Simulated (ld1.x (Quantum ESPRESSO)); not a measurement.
What one change does to a pseudopotential (iridium (Ir), ultrasoft)

- Element: iridium (Ir)
- Generator: ld1.x (Quantum ESPRESSO) 7.5
- Type: ultrasoft
- Functional: LDA (PZ)
- Relativity: fully relativistic
- Frozen core: [Xe] 4f14
- Valence charge: 9
- Reference configuration: 5d7 6s2 6p0
- Partial waves: 6s (bound): rcut 2.00, rcutus 2.35 bohr; 6s channel at 0.05 Ry: rcut 2.00, rcutus 2.35 bohr; 6p (bound, empty): rcut 3.30, rcutus 3.80 bohr; 6p channel at 0.8 Ry: rcut 3.30, rcutus 3.80 bohr; 5d (bound): rcut 2.00, rcutus 2.50 bohr; 5d channel at 2.1 Ry: rcut 2.00, rcutus 2.50 bohr
- Local potential: all-electron potential smoothed inside 2.50 bohr (lloc = -1)
- Core correction: Bessel-smoothed model core, default radius (core density twice the valence density)
- Augmentation charge: PSQ, radius 2.10 bohr

Open shells are filled in proportion to 2j + 1 (rel_dist='average').

All-electron outer shells of the reference configuration (LDA (PZ), scalar-relativistic, ld1.x):

```tsv
shell	level (eV)	outermost node (bohr)	outermost maximum (bohr)
4f	-62.55	–	0.39
5p	-54.92	0.54	1.01
5d	-7.36	0.59	1.31
6s	-6.59	1.17	2.38
6p	-1.35	1.39	3.43
```

Change: augmentation PSQ, inside the norm-conserving radii.

Cutoffs: the cutoffs (Ry, on a coarse ladder) from which the occupation-weighted sum of valence levels, in a spherical-Bessel basis at the reference potential, stays within 10 and 1 mRy of its value at 400 Ry; they do not see the model core or the augmentation charge, which bear on the density cutoff. Errors are all-electron minus pseudo energies relative to the spin-unpolarised reference configuration.

How do hardness, ghosts and transferability respond?

The potential gets neither clearly harder nor softer (18 Ry and 30 Ry → 18 Ry and 30 Ry); of the 7 tests that both files solve, the error grows in 4 and shrinks in 0 by more than 15 % and 0.3 meV (median size 21.6 → 25.8 meV); neither file shows a bound ghost.

```tsv
quantity	base	changed
cutoff, loose	18 Ry	18 Ry
cutoff, tight	30 Ry	30 Ry
bound ghosts	none	none
error for 5d7 6s1 6p0, meV [ΔE 10.19 eV]	-3.0	-3.6
error for 5d7 6s0 6p0, meV [ΔE 28.04 eV]	-18	-21
error for 5d6 6s0 6p0, meV [ΔE 58.88 eV]	-89	-101
error for 5d5 6s0 6p0, meV [ΔE 102.74 eV]	-357	-383
error for 5d6 6s2 6p1, meV [ΔE 7.13 eV]	-22	-51
error for 5d6 6s2 6p0, meV [ΔE 12.43 eV]	-25	-26
error for 5d7.5 6s1.5 6p0, meV [ΔE -0.26 eV]	-3.9	-4.9
s: phases at 4.11 bohr within 0.05 rad from the reference energy up to (Ry; the scan ends near 5)	2.5	2.5
p1/2: phases at 4.11 bohr within 0.05 rad from the reference energy up to (Ry; the scan ends near 5)	1.5	1.5
p3/2: phases at 4.11 bohr within 0.05 rad from the reference energy up to (Ry; the scan ends near 5)	1.7	1.7
d3/2: phases at 4.11 bohr within 0.05 rad from the reference energy up to (Ry; the scan ends near 5)	3.2	3.2
d5/2: phases at 4.11 bohr within 0.05 rad from the reference energy up to (Ry; the scan ends near 5)	3.3	3.3
lowest overlap eigenvalue by channel	s 0.42, p1/2 0.40, p3/2 0.47, d3/2 0.86, d5/2 0.86	s 0.42, p1/2 0.40, p3/2 0.47, d3/2 0.86, d5/2 0.86
```
